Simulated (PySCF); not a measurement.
Two species compared at the same levels of theory.

First species: C₄H₆F₂S₂.
SMILES: `FC(F)C1SCCS1`

Second species: C3H4O4.
Z-matrix (Å and degrees, GFN2-xTB geometry), rows numbered from 1:
```
O 
C   1  1.1898
O   2  1.3356  1  126.58
C   3  1.4112  2  117.39  1     3.18
O   4  1.4117  3  110.10  2    92.20
C   5  1.3349  4  117.52  3    96.03
O   6  1.1900  5  126.62  4     3.29
H   2  1.1010  1  125.33  3  -178.56
H   4  1.0960  3  106.89  2  -148.30
H   4  1.0960  3  110.07  2   -25.48
H   6  1.1008  5  108.03  4  -177.84
```

Levels: PBE0/def2-SVPD for HOMO energy, LUMO energy, HOMO–LUMO gap and static isotropic polarisability; TDDFT PBE0/def2-SVPD for lowest singlet excitation; TDA PBE0/def2-SVPD for lowest triplet excitation (Tamm–Dancoff). Geometries: GFN2-xTB. Each species is one conformer at its optimised geometry, gas phase, non-relativistic unless stated; the electronic structure was computed with PySCF and density fitting.

The conformers computed, where there is a choice (atom-mapped SMILES and torsion angles):
- `[O:1]=[CH:2][O:3][CH2:4][O:5][CH:6]=[O:7]`: O1–C2–O3–C4 3°, C2–O3–C4–O5 92°, O3–C4–O5–C6 96°, C4–O5–C6–O7 3°

The conformers of `FC(F)C1SCCS1` aren't listed.

| property | column X | column Y |
| --- | --- | --- |
| HOMO energy | -7.05 eV | -8.88 eV |
| LUMO energy | -0.47 eV | -0.59 eV |
| HOMO–LUMO gap | 6.58 eV | 8.29 eV |
| lowest singlet excitation | 5.06 eV | 5.93 eV |
| lowest triplet excitation (Tamm–Dancoff) | 4.62 eV | 5.33 eV |
| static isotropic polarisability | 86.1 au | 51.0 au |

**Question.** Which column belongs to which species?

**Answer.** Column X is the first species and column Y the second. The first has 14 atoms and 80 electrons, the second 11 and 54.

**Question.** How does each property change from the first species to the second?

**Answer.** HOMO energy -1.83 eV; LUMO energy -0.12 eV; HOMO–LUMO gap +1.71 eV; lowest singlet excitation +0.87 eV; lowest triplet excitation (Tamm–Dancoff) +0.71 eV; static isotropic polarisability -35.1 au.

On the first: The polarisability is 12.75 Å³ as a volume (1 au = 0.148185 Å³), or 1.08 au for each of the 80 electrons. No computed singlet falls in the visible range (750 to 380 nm, 1.65 to 3.26 eV); S1 lies 1.80 eV above its blue end.

On the second: The polarisability is 7.55 Å³ as a volume (1 au = 0.148185 Å³), or 0.94 au for each of the 54 electrons. S1 lies 2.36 eV below the HOMO–LUMO gap.
